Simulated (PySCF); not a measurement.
**Exercise with solution: oscillator strength and radiative lifetime**

C₄H₆O₃, SMILES CC1(C=O)OCO1.

Geometry: B3LYP-D3(BJ)/def2-SVP. The structure was generated by enumeration, and PubChem lists no compound with its InChIKey, so it may never have been made. The values are those of a single conformer.

TDDFT-PBE/def2-SVPD run with PySCF 2.14.0 puts the first singlet state with f over 0.02 at 5.13 eV (vertical), with the transition dipole (-0.245, 0.423, 0.000) in atomic units.

### Question
Find the oscillator strength, the wavelength and the radiative lifetime that this transition would have in vacuum if emission retraced absorption.

### Answer

|μ|² = 0.2390 au, so |μ| = 1.24 D. ΔE = 5.13/27.211 = 0.1885 hartree. f = (2/3) ΔE |μ|² = 0.030 (the program prints 0.030).
λ = 1239.84/5.13 = 242 nm; ν = 41376 cm⁻¹.
Einstein's coefficient A = 0.6670 ν² f s⁻¹ (ν in cm⁻¹) = 3.4e7 s⁻¹, so τ = 1/A = 29 ns. This state is S3; the lower singlets have f = 0.000, 0.001. The figure is the radiative limit of this one transition; relaxation, internal conversion, crossing to triplets and a medium change what is measured.
